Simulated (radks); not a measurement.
Values are calculated unless marked as measured or tabulated.
Species: Er XXIV. Configuration: [Kr] 4d9. Code: a radial shooting solver on a logarithmic mesh with Libxc functionals. Model: scalar-relativistic Kohn-Sham, exchange-only LDA, spin-polarised, spherical densities, point nucleus; open shells are filled with parallel spins first (spin-orbit coupling, left out, can overturn this in heavy ions).

Unscreened Slater integrals over Kohn-Sham orbitals (cm^-1). They are taken over the spin-up orbitals.

integral,value
"F0(4d,4d)",382190
"F2(4d,4d)",195680
"F4(4d,4d)",132660
"F0(4d,4p)",386660
"F2(4d,4p)",199430
"G1(4d,4p)",250840
"G3(4d,4p)",159430
"F0(4d,4s)",393880
"G2(4d,4s)",197680
"F0(4p,4p)",392040
"F2(4p,4p)",205550
"F0(4p,4s)",399450
"G1(4p,4s)",271310
"F0(4s,4s)",407540

Derived for the open shells (J is the average intra-shell exchange parameter used in DFT+U). 4d: Racah B = F2/49 - 5 F4/441 = 2489 cm^-1, C = 35 F4/441 = 10530 cm^-1, C/B = 4.23, F4/F2 = 0.678, J = (F2 + F4)/14 = 23450 cm^-1.
